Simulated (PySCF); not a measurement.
Match the calculated data to a structure.

All candidates are C2H9NSi.

| technique | computed result |
| --- | --- |
| XPS | Si2p3/2 106.8, C1s 290.6, C1s 291.6, N1s 404.4, Si1s 1846.7 eV [ΔSCF SCAN, pcX-2 on the ionised atom, pcseg-1 elsewhere, spin-free X2C, 2p3/2 from a spin–orbit splitting computed afterwards within the 2p shell] |
| 1H NMR | chemical shifts (computed TMS as zero) by class: 4.55 (3 H), 2.78 (2 H), 1.06 (3 H), -0.32 (1 H) ppm [GIAO B3LYP/pcSseg-1] |
| UV, strongest line | among the 10 lowest singlet transitions: S5 at 7.76 eV (160 nm, f = 0.052) [TDDFT wB97X-D/def2-SVPD] |
| NMR, other nuclei | isotropic shieldings of nuclei other than C and H, by class: 233 (1 N), 398 (1 Si) ppm [GIAO B3LYP/pcSseg-1] |
| 13C NMR | chemical shifts (computed TMS as zero) by class: 44.0 (1 C), 21.7 (1 C) ppm [GIAO B3LYP/pcSseg-1] |
| Polarisability | 62.4 au [wB97X-D/def2-SVPD] |
| UV, first state | lowest singlet excitation: 6.10 eV (203 nm, f = 0.006) [TDDFT wB97X-D/def2-SVPD] |
| Rotational structure | rotational constants A, B, C: 13.824, 2.838, 2.652 GHz [PBE0-D3(BJ)/def2-SVP] |

Electronic properties: PySCF, gas phase, density fitting. Levels stand in brackets. The structure is a single PBE0-D3(BJ)/def2-SVP conformer in the gas phase; no vibrational or solvent corrections. NMR values are class means; diastereotopic atoms form classes of their own.

**Question.** Which candidate is it?
A. `NCC[SiH3]`
B. `[H][Si]([H])([H])N(C)C`
C. `[H][Si]([H])([H])NCC`

**Answer.** C. It is `[H][Si]([H])([H])NCC`. 2 carbons fall into 2 classes; from least to most shielded: carbon bonded to C, N and 2 H (44.0 ppm), carbon bonded to C and 3 H (21.7 ppm). Hydrogen classes from least to most shielded: 3 H on a silicon bonded to N and 3 H (4.55 ppm), 2 H on a carbon bonded to C, N and 2 H (2.78 ppm, a mean of values up to 0.5 ppm apart in this geometry), 3 H on a carbon bonded to C and 3 H (1.06 ppm), 1 H on a nitrogen bonded to C, Si and H (-0.32 ppm). The other shieldings belong to: 233 ppm, nitrogen bonded to C, Si and H; 398 ppm, silicon bonded to N and 3 H. The core levels belong to: Si2p3/2 106.8 eV, silicon bonded to N and 3 H; C1s 290.6 eV, carbon bonded to C and 3 H; C1s 291.6 eV, carbon bonded to C, N and 2 H; N1s 404.4 eV, nitrogen bonded to C, Si and H; Si1s 1846.7 eV, silicon bonded to N and 3 H. The optimised geometry has point group C1 and is an asymmetric top.

The others, at the same levels:
- `NCC[SiH3]` fails: its computed core binding energies are Si2p3/2 106.2, C1s 290.1, C1s 291.5, N1s 405.1, Si1s 1846.0 eV, rotational constant A is 10.017 GHz (against 13.824 GHz) and smallest rotational constant is 2.914 GHz (against 2.652 GHz).
- `[H][Si]([H])([H])N(C)C` fails: it has 1 carbon class against 2; its computed 13C shifts are 41.5 (2 C) ppm, core binding energies are Si2p3/2 106.8, C1s 291.5 (×2), N1s 404.3, Si1s 1846.6 eV and 1H shifts are 4.51 (3 H), 2.50 (6 H) ppm.

Each candidate is one conformer, not necessarily the lowest. The conformers computed, where there is a choice (atom-mapped SMILES and torsion angles):
- `[NH2:1][CH2:2][CH2:3][SiH3:4]`: N1–C2–C3–Si4 45°, H–N1–C2–C3 69°, H–N1–C2–C3 -171°
